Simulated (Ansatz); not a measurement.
FI$_{3}$Si, SMILES `F[Si](I)(I)I`, 5 atoms. Total charge 0; spin multiplicity 1. Correlated methods include outer-core shells of I, which these sets cover unevenly. I takes the def2 core potential. All runs use 4 threads of an Arm Neoverse V1 on a shared host. Correlated methods freeze the cores.

Problem. How many basis functions does each run have, and how long does it take in Ansatz? RHF-CCSD(T)/def2-TZVPP energy; RKS PBE0-D4/def2-SVP energy; RKS PBE0-D4/def2-TZVP relaxation (6 steps); RKS PBE0-D4/def2-TZVP frequencies; RKS PBE0-D4/def2-TZVPP energy; RKS PBE0-D4/def2-QZVPP energy; RKS CAM-B3LYP-D4/def2-TZVPP energy; RKS ωB97M-V/def2-SVP energy; RHF-MP2/def2-QZVPP energy; RKS r2SCAN0-D4/def2-TZVPP energy; RKS ωB97M-V/def2-QZVPP energy; RKS PBE-D4/def2-TZVPP energy and forces. (An estimate is asked.)

Solution. The calculation gave: Other jobs shared the machine, so times are rough.

| level | job | functions | wall time | peak host memory (GiB) |
| --- | --- | --- | --- | --- |
| RKS PBE0-D4/def2-SVP | energy | 110 | 2.1 s | 0.44 |
| RKS PBE-D4/def2-TZVPP | energy and forces | 223 | 3.2 s | 0.35 |
| RKS PBE0-D4/def2-TZVPP | energy | 223 | 4.9 s | 0.89 |
| RKS CAM-B3LYP-D4/def2-TZVPP | energy | 223 | 6 s | 0.99 |
| RKS ωB97M-V/def2-SVP | energy | 110 | 10 s | 0.46 |
| RKS r2SCAN0-D4/def2-TZVPP | energy | 223 | 10 s | 0.92 |
| RKS PBE0-D4/def2-QZVPP | energy | 373 | 12 s | 1.7 |
| RHF-MP2/def2-QZVPP | energy | 373 | 21 s | 1.8 |
| RKS ωB97M-V/def2-QZVPP | energy | 373 | 30 s | 2 |
| RKS PBE0-D4/def2-TZVP | relaxation (6 steps) | 218 | 46 s | 0.81 |
| RKS PBE0-D4/def2-TZVP | frequencies | 218 | 2.7 min | 0.8 |
| RHF-CCSD(T)/def2-TZVPP | energy | 223 | 8.6 min | 5.1 |
